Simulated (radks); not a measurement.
The numbers below are computed, except where a source is named.
Charge is removed step by step from the 5s1/2 level of Tb, starting from [Xe] 4f9 6s2. Level of theory: Dirac Kohn-Sham, PBE, spin-unpolarised, spherical densities, finite nucleus; open shells fill j = l - 1/2 first; Fermi nuclear charge, rms radius 5.06 fm (a radial shooting solver on a logarithmic mesh with Libxc functionals).

removed (e),E - E(0) (eV),eigenvalue (eV),E minus straight line (eV)
0,0.000,-47.345,0.000
0.25,12.179,-50.118,-1.101
0.5,25.072,-53.040,-1.489
0.75,38.709,-56.081,-1.131
1,53.120,-59.222,0.000

Removing the whole electron costs 53.120 eV by Delta-SCF, against 47.345 eV from minus the eigenvalue at the starting occupation. Slater's transition state (half an electron removed) gives 53.040 eV. Integrating minus the eigenvalue over the occupation (Janak's theorem) gives 53.120 eV. The mean slope of the eigenvalue, de/dn, is 11.9 eV per electron.
